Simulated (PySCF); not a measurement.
C₃H₁₂OSi₂, SMILES C[SiH](C)C[SiH2]O. Atoms are numbered in the order given.

```xyz
18

C     -1.7379    -1.3108    -0.9306
Si    -1.3292     0.3923    -0.2283
C     -2.6879     0.9546     0.9531
C      0.3380     0.3490     0.6688
Si     1.7821    -0.3165    -0.3284
O      3.2671     0.0135     0.3721
H     -2.7228    -1.3081    -1.4253
H     -1.7633    -2.0691    -0.1304
H     -0.9896    -1.6325    -1.6728
H     -1.2268     1.3702    -1.3559
H     -3.6611     1.0134     0.4388
H     -2.7916     0.2492     1.7943
H     -2.4654     1.9497     1.3712
H      0.5820     1.3778     0.9900
H      0.2218    -0.2543     1.5880
H      1.5983    -1.7912    -0.5079
H      1.8363     0.3373    -1.6623
H      3.4314    -0.3672     1.2424
```
Charge 0, spin multiplicity 1.

Geometry: B3LYP-D3(BJ)/def2-SVP. This is a generated structure with no PubChem entry under its InChIKey; it may be hypothetical. Other conformers were not sampled.

Computed with KT2/pcSseg-1 (PySCF).

GIAO shieldings, no solvent; atoms listed in one row are averaged. δ = σ(ref) − σ: ¹³C against TMS (σ = 185.1 ppm); ²⁹Si against TMS (σ = 361.9 ppm); ¹⁷O against H2O (σ = 330.4 ppm); ¹H against TMS (σ = 31.47 ppm), references at their B3LYP-D3(BJ)/def2-TZVP geometries, non-relativistic.

Task: Estimate the chemical shifts. (The exact figures need the calculation; the answer reports its results.)

Result: 
| nucleus | atoms | count | δ (ppm) |
|---|---|---|---|
| ¹³C | C4 | 1 | 7.4 |
| ¹³C | C3 | 1 | 2.2 |
| ¹³C | C1 | 1 | 0.3 |
| ²⁹Si | Si5 | 1 | -9.4 |
| ²⁹Si | Si2 | 1 | -18.9 |
| ¹⁷O | O6 | 1 | 33.6 |
| ¹H | H16 | 1 | 5.54 |
| ¹H | H17 | 1 | 5.20 |
| ¹H | H10 | 1 | 4.68 |
| ¹H | H18 | 1 | 0.59 |
| ¹H | H14 | 1 | 0.50 |
| ¹H | H11, H12, H13 | 3 | 0.46 |
| ¹H | H15 | 1 | 0.33 |
| ¹H | H7, H8, H9 | 3 | 0.33 |
